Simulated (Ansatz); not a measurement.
`F[C]1=[C](Cl)[GeH2]1` + H₂ → `F[C]1=[CH][GeH2]1` + HCl at 500 K and 1 bar (hydrogenolysis of a C–Cl bond).

Calculated with Ansatz (gas phase, PBE0-D4/def2-TZVP geometries, no zero-point term in ΔE). CBS: MP2 limit from def2 TZ/QZ plus the TZ coupled-cluster correction, frozen cores. This one scheme is used for every species. For Ge outer-core shells are correlated without core-valence functions, which leaves a few kJ/mol of doubt a bond. Scalar relativity is left out up to krypton.

```json
{"species": "`F[C]1=[C](Cl)[GeH2]1`", "CCSD(T)/CBS energy (Eh)": "-2712.87923", "H − E (kJ/mol)": "116.1", "S (J/(mol·K))": "385.0"}
{"species": "H₂", "CCSD(T)/CBS energy (Eh)": "-1.17544", "H − E (kJ/mol)": "41.0", "S (J/(mol·K))": "145.5"}
{"species": "`F[C]1=[CH][GeH2]1`", "CCSD(T)/CBS energy (Eh)": "-2253.70472", "H − E (kJ/mol)": "132.8", "S (J/(mol·K))": "345.2"}
{"species": "HCl", "CCSD(T)/CBS energy (Eh)": "-460.38127", "H − E (kJ/mol)": "32.5", "S (J/(mol·K))": "201.9"}
```

H − E and S are ideal-gas, rigid-rotor, harmonic terms from PBE0-D4/def2-TZVP. The MP2-based limit puts H₂ 0.8 mEh under its directly extrapolated value; such offsets cancel only in part. 1 Eh = 2625.50 kJ/mol, R = 8.31446 J/(mol·K).

By hand: ΔE, ΔH, ΔS and ΔG.

ΔE = (-2253.70472) + (-460.38127) − (-2712.87923) − (-1.17544) = -0.03132 Eh = -82.2 kJ/mol. Δ(H − E) = 132.8 + 32.5 − 116.1 − 41.0 = 8.2, so ΔH = -74.0 kJ/mol. ΔS = 345.2 + 201.9 − 385.0 − 145.5 = 16.6 J/(mol·K). ΔG = -74.0 − 500 × (16.6)/1000 = -82.3 kJ/mol.

By hand: the equilibrium constant, and the temperature at which ΔG would vanish if ΔH and ΔS stayed fixed.

log₁₀ K = −ΔG/(RT ln 10) = 8.6. ΔH and −TΔS have one sign here, so there is no such temperature.

ΔH outweighs TΔS. A doubt of 5 kJ/mol in ΔE shifts log₁₀ K by 0.5 here. These are equilibria of isolated gas molecules and say nothing of rates. Largest T1 diagnostic: 0.014 (customary marks: 0.02 for closed shells, 0.045 for open ones).
